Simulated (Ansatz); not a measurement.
Reaction (cleavage of the Ge–Ga bond): `[Cl][GaH][GeH3]` + `NBS` → `NB[S][GeH3]` + `[Cl][GaH2]`

Calculated with Ansatz (gas phase, PBE0-D4/def2-TZVP geometries, no zero-point term in ΔE). CCSD(T)/CBS adds triple-zeta CCSD(T) − MP2 to the extrapolated MP2 energy (def2 sets, frozen cores). DFT in def2-TZVPP. B3LYP here is the variant with VWN-RPA as its local correlation; programs differ in this. For Ga, Ge outer-core shells are correlated without core-valence functions, which leaves a few kJ/mol of doubt a bond. Scalar relativity is left out up to krypton. One conformer a species, not always the lowest.

`[Cl][GaH][GeH3]`:

Z-matrix (Å, degrees):
```
Ge
Ga 1 2.435
H 1 1.538 2 111.9
H 1 1.537 2 109.6 3 120.5
H 1 1.537 2 109.7 3 -120.7
Cl 2 2.159 1 114.2 3 177.9
H 2 1.564 1 132.0 3 -2.3
```

`NBS`:

```xyz
7

N    -0.470   -0.404   -1.003
B     0.298   -0.060    0.105
S    -0.403    0.999    1.404
H    -1.419   -0.103   -1.149
H    -0.112   -0.987   -1.738
H     1.418   -0.462    0.199
H     0.687    1.016    2.182
```

`NB[S][GeH3]`:

Z-matrix (Å, degrees):
```
Ge
S 1 2.222
H 1 1.536 2 110.0
H 1 1.535 2 106.1 3 -119.4
H 1 1.536 2 110.0 3 121.3
B 2 1.820 1 98.9 3 -60.5
N 6 1.391 2 119.8 1 180.0
H 6 1.197 2 121.0 1 -0.0
H 7 1.006 6 123.8 2 -0.0
H 7 1.005 6 122.2 2 180.0
```

`[Cl][GaH2]`:

Cartesian coordinates in Å:
```
Cl 0.604 0.234 -1.831
Ga -0.064 -0.025 0.195
H 0.531 0.981 1.222
H -1.072 -1.190 0.415
```

CCSD(T)/CBS gives -2.1 kJ/mol.

Question: Another level gave -9.0 kJ/mol. Which?
A. MP2/def2-TZVPP
B. B97M-V/def2-TZVPP
C. LC-ωPBE/def2-TZVPP
D. B3LYP/def2-TZVPP

Answer: A. MP2/def2-TZVPP -9.0, LC-ωPBE -3.7, B3LYP 3.2, B97M-V -13.3 kJ/mol.

Largest T1 diagnostic among the species: 0.012.

From BLYP to BHLYP (50 % exact exchange), in def2-TZVPP and without D4, ΔE moves by −8.5 kJ/mol. Leaving LDA and LC-ωPBE aside and taking each functional with its dispersion term where it has one, the values, not all of them listed here, spread over 16.5 kJ/mol, from B97M-V to PBE-D4.
